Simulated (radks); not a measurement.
Question: Radial electron density D(r) = 4 pi r^2 rho(r) of an atom or ion with 20 electrons. Calculated with a radial shooting solver on a logarithmic mesh with Libxc functionals: non-relativistic Kohn-Sham, r2SCAN, spin-polarised, spherical densities, point nucleus; meta-GGA in the generalised Kohn-Sham scheme.

r (bohr)  D(r) (e/bohr)  spin D(r)
0.006176          2.950  -0.000143
0.008042          4.592  -0.000223
0.01047           6.964  -0.000339
0.01353           10.10  -0.000494
0.01761           14.21  -0.000701
0.02275           18.77  -0.000943
0.02963           23.32   -0.00123
0.03858           26.54   -0.00155
0.04983           27.22   -0.00196
0.06489           25.14   -0.00260
0.08382           21.98   -0.00331
0.1091            20.76   -0.00237
0.1421            23.72    0.00741
0.1836            28.41     0.0432
0.239             29.09      0.140
0.3088            22.57      0.336
0.4021            13.09      0.674
0.5236            8.867       1.13
0.6763            10.49       1.54
0.8806            11.37       1.69
1.138             8.182       1.42
1.481             3.695      0.900
1.929             1.053      0.408
2.491            0.2075      0.127
3.244           0.02622     0.0222
4.191          0.002091    0.00201

What is the nuclear charge?

Answer: Z = 23. The innermost maximum, from 1s, lies near 1/Z = 0.0435 bohr (found: 0.0467), and its height grows with Z. The density is that of the vanadium ion V3+ in [Ar] 3d2; the configuration itself is not fixed sharply by these data, and Z only to about a unit. D(r) has 3 maxima, at r = 0.0467, 0.215, 0.819 bohr, and minima at 0.104, 0.532 bohr, inside which lie 2.13, 10.46 electrons.
